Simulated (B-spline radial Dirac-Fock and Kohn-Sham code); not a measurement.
## Auger decay of the 2p1/2 hole in Pd⁺

System: the Pd⁺ ion in the configuration [Kr] 4d9, inside a Watson sphere of charge -1 and radius 2.2 Å (a model of the Madelung potential; inside it an electron's potential energy is raised by 6.5 eV).

Calculated with a radial atomic solver, using independent-particle rates on relativistic LDA orbitals of the hole state (multipoles up to L = 3, Coulomb Auger matrix elements, transition energies from Dirac-Fock). Kinetic energies are configuration averages from the vacuum level; the two-hole energies are estimated from single-hole states.

| transition | kinetic energy (eV) | width (meV) | share (%) |
| --- | --- | --- | --- |
| L2-L3N1 | 32.28 | 34.0 | 1.6 |
| L2-L3N2 | 68.47 | 115 | 5.4 |
| L2-L3N3 | 73.51 | 41.7 | 2.0 |
| L2-L3N4 | 129.5 | 113 | 5.3 |
| L2-L3N5 | 130.2 | 40.7 | 1.9 |
| L2-M1M2 | 2053.9 | 64.1 | 3.0 |
| L2-M2M2 | 2156.9 | 60.5 | 2.8 |
| L2-M2M3 | 2188.7 | 201 | 9.4 |
| L2-M2M4 | 2384.8 | 105 | 4.9 |
| L2-M2M5 | – | 189 | 8.9 |
| L2-M3M4 | 2409.3 | 138 | 6.5 |
| L2-M4M4 | 2601.9 | 120 | 5.6 |
| L2-M4M5 | – | 527 | 24.7 |
| L2-M2N3 | 2685.7 | 32.3 | 1.5 |
| L2-M4N5 | 2964.4 | 44.2 | 2.1 |
| L2-M5N4 | – | 36.6 | 1.7 |

A dash stands for an energy that rests on an unreliable hole state.

The listed channels hold 87 % of the non-radiative rate. Summed by principal shells, of 2.13 eV in all: LMM 69.0 %, LLN 16.1 %, LMN 14.1 %, LNN 0.8 %.
